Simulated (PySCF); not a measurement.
**EPR parameters of C7H11**

Species: C7H11 (doublet state).
Structure used (GFN2-xTB), in Å, numbered top down from 1:
```
atom  x, y, z in Å
C1    -2.6312    1.0926    0.9046
C2    -2.7300   -0.2896    0.3887
C3    -1.3808   -0.7112    0.0108
C4    -0.2472   -0.9862   -0.2694
C5     1.1199   -1.3165   -0.6271
C6     1.9326   -0.0532   -0.9371
C7     2.0464    0.8547    0.2807
H8    -2.5777    1.9169    0.2194
H9    -2.3508    1.2639    1.9262
H10   -3.3736   -0.3415   -0.4953
H11   -3.1103   -0.9742    1.1532
H12    1.5835   -1.8585    0.2031
H13    1.1100   -1.9752   -1.5011
H14    2.9302   -0.3482   -1.2719
H15    1.4510    0.4912   -1.7526
H16    2.6203    1.7467    0.0406
H17    2.5419    0.3367    1.0994
H18    1.0570    1.1580    0.6162
```

The hyperfine couplings belong to this conformer and change with its torsions.

Identity: `[CH2]CC#CCCC` [radical].

The calculation used PySCF, UKS B3LYP, pcH-1 on C H, non-relativistic, mean-field spin-orbit, GIAO. Isolated species at its GFN2-xTB geometry (one conformer only). The geometry wasn't refined by DFT: couplings that depend on bond lengths, twists or pyramidal angles can differ widely from those at the functional's own minimum. The SCF solution wasn't tested for stability.

```
g1, g2, g3   : 2.00216, 2.00273, 2.00275
g_iso        : 2.00255
Form of g    : close to axial: the two nearest values differ by 4 % of g3 − g1
⟨S²⟩         : 0.7537 (exact 0.7500)
Total energy : -273.27258 Eh
```

Isotropic coupling and dipolar principal values T1 to T3, in G (MHz turned into gauss with g_iso; 10 G = 1 mT):

| atom | isotope | a_iso | T1 | T2 | T3 | Mulliken spin population |
| --- | --- | --- | --- | --- | --- | --- |
| C1 | 13C | 36.2 | -29.4 | -29.1 | 58.6 | 1.07 |
| C2 | 13C | -9.0 | -1.0 | 0.2 | 0.8 | -0.07 |
| C3 | 13C | 38.7 | -2.3 | -1.2 | 3.6 | 0.01 |
| C4 | 13C | 3.2 | -2.0 | -1.2 | 3.2 | 0.05 |
| C5 | 13C | -0.5 | -0.1 | 0.0 | 0.2 | 0.00 |
| C6 | 13C | 1.2 | -0.2 | -0.1 | 0.2 | 0.00 |
| C7 | 13C | 0.0 | -0.1 | -0.1 | 0.2 | 0.00 |
| H8 | 1H | -21.7 | -14.0 | -0.3 | 14.3 | -0.04 |
| H9 | 1H | -21.7 | -14.1 | -0.3 | 14.3 | -0.04 |
| H10 | 1H | 11.6 | -1.9 | -1.6 | 3.5 | 0.01 |
| H11 | 1H | 9.6 | -1.9 | -1.6 | 3.5 | 0.01 |
| H12 | 1H | -0.1 | -0.3 | -0.2 | 0.5 | 0.00 |
| H13 | 1H | 1.6 | -0.3 | -0.3 | 0.5 | 0.00 |
| H14 | 1H | 0.3 | -0.2 | -0.1 | 0.3 | 0.00 |
| H15 | 1H | -0.1 | -0.3 | -0.2 | 0.5 | 0.00 |
| H16 | 1H | 0.0 | -0.2 | -0.2 | 0.4 | 0.00 |
| H17 | 1H | 0.0 | -0.2 | -0.2 | 0.4 | 0.00 |
| H18 | 1H | 0.0 | -0.7 | -0.5 | 1.1 | 0.00 |

Largest spin populations (Mulliken): C1 (+1.07) and C2 (-0.07). C1 is the only atom above +0.15. The angles at C1 add up to 358.0°, so it is nearly planar; its axial dipolar tensor and the negative couplings of its protons fit spin in a p orbital normal to that plane.

Under fast tumbling the dipolar parts average out, and these isotropic splittings remain: 2 × 1H (H8/H9, I = 1/2, 3 lines) with 2.17 mT, 2 × 1H (H10/H11, I = 1/2, 3 lines) with 1.06 mT and 2 × 1H (H12/H13, I = 1/2, 3 lines) with 0.07 mT.

Class means assume fast exchange of nuclei equivalent by connectivity; if that motion is slow, each nucleus keeps its own coupling. The 1H value of +29.8 MHz is a mean of couplings from 27.0 to 32.5 MHz in this one geometry, not an average over conformers.

The 13C coupling of C3 (108.6 MHz) shows only in satellite lines or after enrichment, since that isotope makes up about 1.07 % of natural carbon.

The spin density at the nucleus, in bohr⁻³, is negative for C2 (-0.0224), H8/H9 (-0.0136) and C5 (-0.0012), for instance. A restricted open-shell determinant has no negative spin density anywhere; here it arises because α and β orbitals differ (spin polarisation).
